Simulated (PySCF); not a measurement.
# Relaxation of triplet [ReSe2]-

Level of theory: UPBE/[Re def2-SVPD with ECP60, Se def2-SVPD], scalar-relativistic core potentials, density fitting, no spin–orbit coupling, PySCF. A (50,194) grid was used.

A start displaced from a saddle point along its imaginary mode, of C2v symmetry, held to at least that symmetry:

```xyz
3
charge -1 multiplicity 3, angstrom
Re   -0.2137    0.0000    0.0000
Se    0.2500    0.0000    2.3151
Se    0.2500    0.0000   -2.3151
```

What does it relax to?

It ends at C2v with Re–Se 2.290 Å (×2); Se–Re–Se 140.0°. A frequency run shows a minimum. Other isomers or separated fragments may lie lower.

How much energy is released, and in how many steps?

8.6 kJ/mol in 12 steps.

With open d or f shells other occupations or spin states may lie lower. Spin–orbit coupling, left out here, can matter for elements this heavy.

The relaxation took about 2.6 core-minutes on a shared host.
